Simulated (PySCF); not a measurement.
O3Te, SMILES O=[Te+2]([O-])[O-].

The structure is a stationary point at PBE-D3(BJ)/def2-SVP. The def2 effective core potentials stand for the cores of Te; spin–orbit coupling is left out.

The numbers are results of TDA-PBE/def2-SVPD in PySCF 2.14.0, not measurements.

Vertical excitations; the highest root listed may be one member of a degenerate set. Isolated molecule, no solvent. State labels are in the subgroup C2v.

### Question
List the lowest excited states. (An estimate is asked for; the answer gives what the named calculation found.)

### Answer

```
state  symmetry  energy (eV)  λ (nm)      f                                   main pairs
-----  --------  -----------  ------  -----  -------------------------------------------
S1           B1         2.38     521  0.000                              HOMO→LUMO 100 %
S2           A2         2.91     426  0.000                 HOMO−2→LUMO (degenerate set)
S3           B2         2.91     426  0.000                 HOMO−1→LUMO (degenerate set)
S4           A1         3.11     399  0.009                 HOMO−4→LUMO (degenerate set)
S5           B1         3.11     399  0.009                 HOMO−3→LUMO (degenerate set)
S6           A2         3.11     398  0.000                            HOMO→LUMO+1 100 %
S7           A2         3.71     334  0.000               HOMO−3→LUMO+1 (degenerate set)
S8           B2         3.71     334  0.000               HOMO−4→LUMO+1 (degenerate set)
S9           B1         4.66     266  0.027  HOMO−2→LUMO+1, HOMO−6→LUMO (degenerate set)
S10          A1         4.66     266  0.027  HOMO−1→LUMO+1, HOMO−7→LUMO (degenerate set)
T1           B1         1.83     678      0                              HOMO→LUMO 100 %
T2           A1         2.36     526      0                 HOMO−4→LUMO (degenerate set)
T3           B1         2.36     526      0                 HOMO−3→LUMO (degenerate set)
T4           A2         2.37     522      0                             HOMO−2→LUMO 98 %
```
Triplets are in the Tamm–Dancoff approximation.
